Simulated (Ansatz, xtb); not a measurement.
# CH5GaN−: which of two structures lies lower

Structure X: a singlet given by its coordinates. Structure Y: a singlet given by its coordinates. Both are isolated ions in the gas phase, relaxed with BLYP-D3(BJ)/def2-SVPD.

X (Å):

```xyz
8

C     0.2020   -1.1796   -2.1860
Ga    0.5123   -0.2895   -0.5823
N     0.8285   -1.1876    1.1198
H     0.1244   -2.2785   -2.2677
H     0.0882   -0.6437   -3.1439
H     0.6616    1.2895   -0.2912
H     0.4743   -2.1484    1.1884
H     0.5006   -0.6814    1.9495
```

Close contacts (Å): C1–Ga2 1.86, Ga2–N3 1.95, C1–H4 1.10, C1–H5 1.10, Ga2–H6 1.61, N3–H7 1.03, N3–H8 1.03.

Y (Å):

```xyz
8

C     0.2952   -1.1945   -1.6952
Ga    0.9126   -0.5102    0.1581
N     0.1406   -0.6456    1.7931
H     0.1848   -0.3488   -2.4087
H     1.0485   -1.8884   -2.1282
H    -0.6757   -1.7299   -1.6440
H     2.3374    0.2615   -0.0013
H    -0.7563   -1.1644    1.7102
```

Close contacts (Å): C1–Ga2 2.07, Ga2–N3 1.81, C1–H4 1.11, C1–H5 1.11, C1–H6 1.11, Ga2–H7 1.63, N3–H8 1.04.

Energies in hartree; the thermal terms are from BLYP-D3(BJ)/def2-SVPD harmonic frequencies (ideal gas, rigid rotor, one conformer each, 600 K, 1 atm) and include the zero-point energy:

|  | X | Y |
| --- | --- | --- |
| E, CCSD(T)/def2-SVPD | −2018.745391 | −2018.748120 |
| E, MP2/def2-SVPD | −2018.705361 | −2018.709913 |
| E, MP2/def2-TZVPPD | −2019.134197 | −2019.139024 |
| zero-point energy | 0.051274 | 0.051498 |
| H(600 K) − E | 0.071278 | 0.070490 |
| G(600 K) − E | −0.018261 | −0.017670 |

Problem. Correct the CCSD(T) difference for the basis set by the MP2 change, then work out ΔE, ΔE₀, ΔH and ΔG for X → Y in kcal/mol (1 Eh = 627.51 kcal/mol) and the equilibrium ratio [Y]/[X].

Solution. 1. Differences Y − X: CCSD(T) −0.002729, MP2 in the small set −0.004552, MP2 in the large set −0.004827 Eh.
2. ΔE = −0.002729 + (−0.004827 − (−0.004552)) = −0.003004 Eh = −1.89 kcal/mol.
3. ΔE₀ = ΔE + ΔZPE = −0.003004 + (+0.000224) Eh = −1.74 kcal/mol.
4. ΔH = ΔE + (−0.000788) Eh = −2.38 kcal/mol.
5. ΔG = ΔE + (+0.000591) Eh = −1.51 kcal/mol, so ΔS = (ΔH − ΔG)/T = −6.0 J/(mol K).
6. kT = 1.9001 mEh, so K = [Y]/[X] = exp(−ΔG/kT) = exp(+1.27) ≈ 3.6.

Structure Y is favoured at this temperature. An error of 1 kcal/mol in ΔG would change K by a factor of 2.3. HF/def2-SVPD gave ΔE the other sign. Mirror images and further conformers aren't counted.

Other levels gave ΔE = −3.5 (BLYP-D3(BJ)/def2-SVPD); +3.1 (HF/def2-SVPD); −2.9 (MP2/def2-SVPD); −1.7 (CCSD(T)/def2-SVPD) kcal/mol. The correlated steps freeze 11 core orbitals; the filled d shell of Ga is correlated, in a basis made for valence electrons. Programs: Ansatz 0.2.0.
